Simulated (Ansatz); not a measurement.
`C[Si]Br` → `[CH2]` (triplet) + `[SiH]Br` at 400 K and 1 bar (formal loss of a carbene).

Isolated molecules relaxed with PBE0-D4/def2-TZVP in Ansatz; ΔE leaves out vibrations. CCSD(T)/CBS is the MP2 limit (def2-TZVPP, def2-QZVPP) plus CCSD(T) − MP2 in def2-TZVPP, frozen cores. This one scheme is used for every species. Triplets are unrestricted, without spin–orbit coupling. For Br outer-core shells are correlated without core-valence functions, which leaves a few kJ/mol of doubt a bond. Scalar relativity is left out up to krypton.

```json
{"species": "`C[Si]Br`", "CCSD(T)/CBS energy (Eh)": "-2902.25975", "H − E (kJ/mol)": "118.6", "S (J/(mol·K))": "331.0"}
{"species": "`[CH2]` (triplet)", "CCSD(T)/CBS energy (Eh)": "-39.09499", "H − E (kJ/mol)": "59.0", "S (J/(mol·K))": "205.7"}
{"species": "`[SiH]Br`", "CCSD(T)/CBS energy (Eh)": "-2862.97869", "H − E (kJ/mol)": "34.6", "S (J/(mol·K))": "275.9"}
```

H − E and S are ideal-gas, rigid-rotor, harmonic terms from PBE0-D4/def2-TZVP, with the whole ground term of open shells counted as degenerate. 1 Eh = 2625.50 kJ/mol, R = 8.31446 J/(mol·K).

Problem. By hand: ΔE, ΔH, ΔS and ΔG.

Solution. ΔE = (-39.09499) + (-2862.97869) − (-2902.25975) = 0.18607 Eh = 488.5 kJ/mol. Δ(H − E) = 59.0 + 34.6 − 118.6 = -25.0, so ΔH = 463.5 kJ/mol. ΔS = 205.7 + 275.9 − 331.0 = 150.6 J/(mol·K). ΔG = 463.5 − 400 × (150.6)/1000 = 403.3 kJ/mol.

Problem. By hand: the equilibrium constant, and the temperature at which ΔG would vanish if ΔH and ΔS stayed fixed.

Solution. log₁₀ K = −ΔG/(RT ln 10) = -52.7. ΔG = 0 at ΔH/ΔS = 3078 K, far beyond where these terms or the molecules hold.

The number of gas molecules changes by +1, which sets the sign of ΔS. A doubt of 5 kJ/mol in ΔE shifts log₁₀ K by 0.7 here. A triplet takes part, so the spin changes. These are equilibria of isolated gas molecules and say nothing of rates. Largest T1 diagnostic: 0.011 (customary marks: 0.02 for closed shells, 0.045 for open ones).
